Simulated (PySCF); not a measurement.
## Structure from 2D NMR

Compound of formula C3H9F3Si2. Correlations simulated from computed shifts and the bond graph:

HSQC (one-bond C–H):
```csv
δH,δC
2.25,38.7
0.59,-4.1
```

COSY cross peaks (H two or three bonds apart, from the bond graph; peaks can be absent where the dihedral angle is near 90°):
```csv
δH,δH
3.97,0.59
2.25,0.59
```

HMBC (two and three bonds, from the bond graph):
```csv
δH,δC
3.97,"38.7, -4.1"
2.25,"136.3, -4.1"
0.59,"136.3, 38.7"
```

Carbons without hydrogens: δ 136.3.

Level of theory: shielding tensors at PBE0/pcSseg-1 (GIAO), structure optimised with GFN2-xTB, in PySCF 2.14.0 with density-fitted response routines (no solvent model, non-relativistic Hamiltonian, rapidly exchanging positions averaged, single conformer).

Chemical shifts δ = σref − σ; $^{1}$H (σref 31.72) and $^{13}$C (σref 186.93) against TMS, all at this level.

Exchangeable hydrogens are left out of these lists.

Work out the connectivity.

Answers

`FC(F)(F)CC([SiH3])[SiH3]`.

Mapped SMILES: `[F:1][C:2]([F:3])([F:4])[CH2:5][CH:6]([SiH3:7])[SiH3:8]` (H(Xn): hydrogen on atom n).

1. δC 136.3 is C2, a CF3 carbon.
2. δC 38.7 is C5, an sp3 CH2 (δH 2.25).
3. δC -4.1 is C6, an sp3 CH bonded to 2 Si (δH 0.59).
4. HMBC from δH 2.25 reaches the proton-free carbon C2.
5. HMBC from δH 0.59 reaches the proton-free carbon C2.
6. COSY links 3.97–0.59, 2.25–0.59.

The data come from this structure; uniqueness wasn't tested.

Shifts are as computed. Against solution values, carbons near 30 ppm lie about +3 ppm off and those near 130 ppm about +5 ppm. Of 1211 compounds with measured shifts, 218 miss one by over three times the rms of a fit or turn the order of signals round; such compounds aren't used in these exercises.
